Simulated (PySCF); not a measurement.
Computed shifts of a molecule CH6F2OSi2, PySCF with HF/pcSseg-1, GIAO, gas phase, equivalent atoms averaged, in ppm (number of nuclei): ¹³C: -4.4 (1). ²⁹Si: -40.5 (1), -51.1 (1). ¹⁹F: -114.6 (1), -116.1 (1). ¹H: 4.81 (3), 0.70 (3). References: ¹³C against TMS (σ = 192.6 ppm); ²⁹Si against TMS (σ = 393.8 ppm); ¹⁹F against CFCl3 (σ = 238.5 ppm); ¹⁷O against H2O (σ = 333.0 ppm); ¹H against TMS (σ = 31.99 ppm), references at their B3LYP-D3(BJ)/def2-TZVP geometries, non-relativistic. Geometry optimised at ωB97X-D3(BJ)/def2-SVP. One conformer was computed; it need not be the lowest.

Problem. Identify the compound among the candidates.
A) C[Si](F)(F)O[SiH3]
B) F[SiH](F)CO[SiH3]
C) F[SiH2]CO[SiH2]F
D) O[SiH2]C[SiH](F)F

Solution. A, C[Si](F)(F)O[SiH3]
